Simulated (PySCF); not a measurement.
# Ionisation energy of C⁺ by level of theory

C⁺ [He] 2s2 2p1 (2P) → C²⁺ [He] 2s2 (1S), as a difference of total energies. Computed with PySCF 2.14 in cc-pVDZ-DK, with scalar relativity by spin-free X2C-1e. Correlated levels: valence: 1s2 frozen. The calculations carry no spin-orbit coupling.

```json
{"method": "UHF", "ionisation energy (eV)": "24.184"}
{"method": "TPSS", "ionisation energy (eV)": "25.040"}
{"method": "B3LYP", "ionisation energy (eV)": "25.092"}
{"method": "MP2 (valence)", "ionisation energy (eV)": "24.235"}
{"method": "SCS-MP2 (valence)", "ionisation energy (eV)": "24.189"}
{"method": "CCSD (valence)", "ionisation energy (eV)": "24.042"}
{"method": "CCSD(T) (valence)", "ionisation energy (eV)": "24.059"}
```

Errors of the correlated levels include the incompleteness of this basis and the frozen core.

The coupled-cluster amplitudes are large for C²⁺ (T1 above 0.03 or a double amplitude above 0.15), so a single reference is strained.

Task: Which method comes closest to the reference value, and which is furthest?

Result: The reference is 24.378 eV (measured; NIST levels, between the centres of gravity of the two terms). Closest: MP2 (valence) (error -0.143 eV); furthest: B3LYP (error 0.714 eV).
